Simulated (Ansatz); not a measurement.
Consider the substitution at a C–C bond: `CC(C)(C)C(C)(C)C` + `[NH2][W]([OH])(=[S])=[S]` → `C[O][W]([NH2])(=[S])=[S]` + `CC(C)C(C)(C)C`.

Isolated molecules relaxed with PBE0-D4/def2-TZVP in Ansatz; ΔE leaves out vibrations. CCSD(T)/CBS adds triple-zeta CCSD(T) − MP2 to the extrapolated MP2 energy (def2 sets, frozen cores). DFT in def2-TZVPP. Elements past krypton have def2 core potentials. For W outer-core shells are correlated without core-valence functions, which leaves a few kJ/mol of doubt a bond. Each species was taken in one conformer, which may not be the lowest.

```
             level  ΔE (kJ/mol)  difference from CCSD(T)/CBS
       LDA (SPW92)         44.0                          0.9
           BLYP-D4         25.4                        -17.7
            B97M-V         37.4                         -5.7
        r2SCANh-D4         36.8                         -6.3
        r2SCAN0-D4         38.1                         -5.0
           ωB97X-V         36.0                         -7.1
               PBE         26.6                        -16.5
           r2SCAN0         36.3                         -6.8
             BHLYP         22.4                        -20.7
         CAM-B3LYP         25.0                        -18.1
      MP2/def2-SVP         36.5                         -6.6
  CCSD(T)/def2-SVP         30.7                        -12.4
    MP2/def2-TZVPP         46.4                          3.3
SCS-MP2/def2-TZVPP         38.5                         -4.6
CCSD(T)/def2-TZVPP         40.9                         -2.2
    MP2/def2-QZVPP         47.5                          4.4
       CCSD(T)/CBS         43.1                            0
```

Largest T1 diagnostic among the species: 0.022, so the coupled-cluster value is less sure than usual.

From BLYP to BHLYP (50 % exact exchange), in def2-TZVPP and without D4, ΔE moves by +9.8 kJ/mol. At CCSD(T), def2-SVP lies −12.3 kJ/mol from the extrapolated value and def2-TZVPP −2.2 kJ/mol. Leaving LDA and LC-ωPBE aside and taking each functional with its dispersion term where it has one, the values, not all of them listed here, spread over 16.2 kJ/mol, from BLYP-D4 to ωB97M-V. LDA lies +17.4 kJ/mol from PBE without D4.
